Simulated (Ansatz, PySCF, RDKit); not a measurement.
Noncovalent pair: C2H2 (SMILES C#C) (first 4 atoms) with H4OSi (SMILES O[SiH3]); geometry from B3LYP-D3(BJ)/def2-TZVP, rigid monomers moved along the line of their centres of mass till C2···H7 is 2.71 Å.
(charge 0, multiplicity 1):
```tsv
atom	x (Å)	y (Å)	z (Å)
C	-0.1462	-0.0704	0.1070
C	-1.2130	-0.4562	0.4912
H	0.7993	0.2748	-0.2365
H	-2.1626	-0.7955	0.8292
O	0.7175	-0.9247	3.5351
Si	0.5317	0.4545	4.4189
H	0.3884	-0.9072	2.6281
H	1.2423	1.6053	3.8052
H	1.1047	0.1736	5.7511
H	-0.8978	0.8314	4.5623
```

Counterpoise-corrected where a basis set is named; no monomer relaxation. RDKit's UFF carries no charges.

Rows in 6-31G* carry no dispersion term and start afresh at each structure (6-31G* with six Cartesian d functions).

Codes used: Ansatz (Gaussian basis) for Hartree–Fock, density functionals and correlated methods; PySCF for 6-31G* rows, the dispersion terms; RDKit for the force fields. Values without a source in brackets are computed.

### Question
One of these levels gives -3.01 kcal/mol for the interaction energy. Name it.
A) PBE0-D3(BJ)/def2-TZVPPD
B) UFF
C) HF/6-31G*
D) r2SCAN/def2-TZVPPD

### Answer
D, r2SCAN/def2-TZVPPD. The others give -0.15 (UFF), -2.17 (HF/6-31G*), -3.50 (PBE0-D3(BJ)/def2-TZVPPD)

Ansatz is a program for electronic structure.
